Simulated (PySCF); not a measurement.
A calculated (UHF, PySCF 2.14, aug-cc-pwCVTZ-X2C with one added diffuse shell each of s, p, d, f type, scalar relativity by spin-free X2C-1e) atom or ion has these occupied shells.

| shell | electrons | orbital energy (eV) | rms radius, mean of both spins (bohr) |
| --- | --- | --- | --- |
| 1s | 2 | -15283.8 | 0.0464 |
| 2s | 2 | -2104.9 | 0.192 |
| 2p | 6 | -1860.4 | 0.171 |
| 3s | 2 | -338.54 | 0.543 |
| 3p | 6 | -257.54 | 0.557 |
| 3d | 10 | -123.16 | 0.577 |
| 4s | 2 | -39.497 | 1.57 |
| 4p | 6 | -18.873 | 1.86 |
| 5s | 2 | -0.263 | 8.75 |

Problem. Name the element and its charge.

Solution. Rb⁻ (rubidium, charge -1), in [Kr] 5s2, closed-shell 1S.
